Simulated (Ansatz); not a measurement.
Z-matrix (Å, degrees):
```
Si
H 1 1.4948
H 1 1.4948 2 104.55
B 1 2.0034 2 150.23 3 180.00
B 4 1.5335 1 67.50 2 0.00
```
Charge +1, spin multiplicity 2.

These are Ansatz (a quantum-chemistry and plane-wave program) with frozen-core CCSD(T)/cc-pVQZ // PBE0-D3(BJ)/def2-TZVP values and carry that method's errors. The geometry is that of the parent before the electron was removed. Warnings of the run: large_difference.

- HF energy = -338.97359 Ha
- MP2 correlation energy = -0.23793 Ha

**Question.** Estimate the CCSD correlation energy, the (T) correction, the total energy and the T1 diagnostic.

**Answer.** 
- CCSD correlation energy = -0.28229 Ha
- (T) correction = -0.01864 Ha
- CCSD(T) total energy = -339.27452 Ha
- T1 diagnostic = 0.068
